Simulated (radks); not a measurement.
Question: The mean radii <r> (bohr) of the occupied orbitals of an atom or ion are listed with their occupations. Method: Dirac Kohn-Sham, PBEsol, spin-unpolarised, spherical densities, finite nucleus; Fermi nuclear charge, rms radius of each element as measured or else 0.836 A^(1/3) + 0.57 fm; computed with a radial shooting solver on a logarithmic mesh with Libxc functionals.

orbital  occ.      <r>
1s1/2       2  0.02233
2s1/2       2  0.09462
2p1/2       2  0.07908
2p3/2       4  0.08581
3s1/2       2   0.2493
3p1/2       2   0.2389
3p3/2       4   0.2518
3d3/2       4   0.2236
3d5/2       6   0.2276
4s1/2       2   0.5663
4p1/2       2   0.5793
4p3/2       4   0.6088
4d3/2       4   0.6486
4d5/2       6   0.6592
5s1/2       2    1.382
5p1/2       2    1.560
5p3/2       4    1.658
4f5/2       6   0.9614
6s1/2       1    3.851
4f7/2       1   0.9809

Name the element and its charge. Open shells, if any, fill j = l - 1/2 first.

Answer: Z = 63, europium, charge +1: Eu+ in [Xe] 4f7 6s1. The 1s radius gives Z: for a bare nucleus <r> = (2 gamma + 1)/(2Z) with gamma = sqrt(1 - (Z/c)^2), 0.02203 bohr for Z = 63, and screening makes it slightly larger (0.02233 here). The occupations add up to 62, and the charge is Z minus that.
